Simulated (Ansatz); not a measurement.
Molecule: AlCl, net charge 0, singlet state. SMILES: [Al][Cl]
Coordinates optimised at B3LYP-D3(BJ)/def2-TZVP (Ansatz, a program for electronic structure):
```
Al
Cl 1 2.1602
```
Charge 0, spin multiplicity 1.

Computed values are from Ansatz. Cores are frozen in the correlated levels unless marked. UHF or UKS for open shells. Spin-orbit coupling is left out. No relativistic terms. Basis-set limits of correlation are two-point, X^-3; Hartree-Fock from the larger set (for Q and 5 zeta extrapolated as (X+1)exp(-9√X)).

```yaml
atomisation energy De: 512.7 kJ/mol at CCSD(T)/CBS(cc-pV(Q+d)Z,cc-pV(5+d)Z)
vertical ionisation energy (to the doublet): 9.41 eV at CCSD(T)/CBS(aug-cc-pV(T+d)Z,aug-cc-pV(Q+d)Z)
vertical electron affinity (to the doublet; negative means unbound): 0.11 eV at CCSD(T)/CBS(aug-cc-pV(T+d)Z,aug-cc-pV(Q+d)Z)
total_energy: -701.8369 Eh at CCSD(T)/CBS(cc-pV(Q+d)Z,cc-pV(5+d)Z)
dipole_moment: 1.69 D at CCSD(T)/aug-cc-pV(D+d)Z
T1 diagnostic: 0.011 at CCSD/cc-pV(5+d)Z
```
